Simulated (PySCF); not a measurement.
Si(Me)(NH2)3, CH9N3Si, SMILES N[Si](N)(N)C, PBE0/def2-SVP optimised geometry.

```
14

C     -0.82     1.08     0.00
Si    -0.33    -0.73     0.00
N      1.41    -0.73     0.00
N     -0.72    -1.72     1.36
N     -1.23    -1.45    -1.30
H     -0.51     1.59    -0.93
H     -1.91     1.19     0.08
H     -0.35     1.62     0.84
H      1.91    -0.03    -0.54
H      1.91    -1.62    -0.01
H     -0.22    -1.60     2.23
H     -1.69    -2.00     1.51
H     -1.39    -0.93    -2.15
H     -1.11    -2.44    -1.50
```

Density from PBE0/def2-TZVP (PySCF) at that geometry.

Minimum of the electron density along straight lines between bonded atoms, close to the bond critical point (lines longer than 1.1 times the sum of covalent radii, or with two minima, are not listed):

| bond | length / Å | ρ at the minimum / e bohr⁻³ | ∇²ρ there / e bohr⁻⁵ | position (fraction from the first atom) |
|---|---|---|---|---|
| C1–Si2 | 1.879 | 0.122 | 0.18 | 0.61 |
| Si2–N3 | 1.737 | 0.130 | 0.52 | 0.40 |
| Si2–N4 | 1.728 | 0.132 | 0.55 | 0.40 |
| Si2–N5 | 1.737 | 0.130 | 0.52 | 0.40 |
| C1–H6 | 1.103 | 0.263 | -0.85 | 0.64 |
| C1–H7 | 1.101 | 0.266 | -0.87 | 0.64 |
| C1–H8 | 1.101 | 0.266 | -0.87 | 0.64 |
| N3–H9 | 1.014 | 0.332 | -1.58 | 0.73 |
| N3–H10 | 1.014 | 0.331 | -1.59 | 0.74 |
| N4–H11 | 1.013 | 0.333 | -1.62 | 0.74 |
| N4–H12 | 1.013 | 0.333 | -1.62 | 0.74 |
| N5–H13 | 1.014 | 0.332 | -1.58 | 0.73 |
| N5–H14 | 1.014 | 0.331 | -1.59 | 0.74 |
